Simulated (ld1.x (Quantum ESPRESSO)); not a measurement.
**Configuration tests for Tl (TM)**

thallium, norm-conserving Troullier–Martins (Kleinman–Bylander form), made with ld1.x (Quantum ESPRESSO) 7.5 (LDA (PZ), scalar-relativistic). Core [Xe] 4f14 5d10, reference 6s2 6p1. Waves: 6s (bound): rc 2.05 bohr; 6p (bound): rc 2.65 bohr. Local part: all-electron potential smoothed inside 1.60 bohr (lloc = -2). Core correction: Bessel-smoothed model core, default radius (core density twice the valence density).

Energies are relative to the spin-unpolarised reference configuration 6s2 6p1; without spin polarisation the order of configurations can differ from experiment. Spin-polarised rows fill each open shell by Hund’s rule, majority spin first. Not all tests gave a result: 2 of 9 tests not solved or not reliable. Left out of the table: 6s1 6p0 (solver errors, printed error -6.1 eV); 6s1 6p0 (spin-polarised) (solver errors, printed error -6.0 eV).

(1) Give the all-electron excitation energy and the error of the potential for: 6s2 6p0; 6s2 6p0.5; 6s0 6p3; 6s1 6p2; 6s2 6p1.3; 6s1 6p1; 6s2 6p1 (spin-polarised).

Levels in the configuration 6s2 6p1.3:

```csv
level,all-electron (eV),pseudo (eV)
6s,-8.131,-8.127
6p,-1.129,-1.128
```

Note: ghost states, extra bound levels that the all-electron valence spectrum of the same l lacks: s at -8.5 eV, d at -1.93 eV. A true bound ghost makes a file unfit for plane-wave use.

## Answers

(1)

```
   valence configuration  charge  ΔE all-electron (eV)  error AE − PS (meV)
                 6s2 6p0      +1                 5.409                  -20
               6s2 6p0.5    +0.5                 1.969                 -3.7
                 6s0 6p3       0                15.397                 -159
                 6s1 6p2       0                 7.483                  -20
               6s2 6p1.3    -0.3                -0.551                  0.0
                 6s1 6p1      +1                13.788                  -51
6s2 6p1 (spin-polarised)       0                -0.114                 -0.4
```
